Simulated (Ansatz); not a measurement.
Consider the ligand exchange at the Al–N bond: `C=[N][AlH2]` + `CC(C)N` → `CC(C)[NH][AlH2]` + `C=N`.

Isolated molecules relaxed with PBE0-D4/def2-TZVP in Ansatz; ΔE leaves out vibrations. CBS: MP2 limit from def2 TZ/QZ plus the TZ coupled-cluster correction, frozen cores. This one scheme is used for every species. Functionals use def2-TZVPP. Each species was taken in one conformer, which may not be the lowest.

| level | ΔE (kJ/mol) |
| --- | --- |
| PBE-D4 | -14.4 |
| B97M-V | -12.8 |
| CAM-B3LYP-D4 | -14.7 |
| r2SCANh | -12.3 |
| RPA@PBE/def2-TZVPP | -24.3 |
| HF/def2-TZVPP | -10.7 |
| SCS-MP2/def2-TZVPP | -19.6 |
| MP2/CBS(def2) | -18.4 |

(1) What does CCSD(T)/CBS give? (Estimate.)

Largest T1 diagnostic among the species: 0.015.

## Answers

(1) Ansatz gave: -19.7 kJ/mol. The listed levels differ from it by 5.3, 6.9, 5.0, 7.4, -4.6, 9.0, 0.1, 1.3 kJ/mol.

Leaving LDA and LC-ωPBE aside and taking each functional with its dispersion term where it has one, the values, not all of them listed here, spread over 4.2 kJ/mol, from ωB97X-V to B97M-V. The D4 term adds −4.4 kJ/mol with B3LYP and −2.7 kJ/mol with PBE0; it sums over pairs of atoms, weighted by their polarisabilities, and B3LYP, whose exchange is more repulsive, gets the larger term. At CCSD(T), def2-SVP lies −3.6 kJ/mol from the extrapolated value and def2-TZVPP −1.5 kJ/mol.

B3LYP here is the variant with VWN-RPA as its local correlation; programs differ in this.
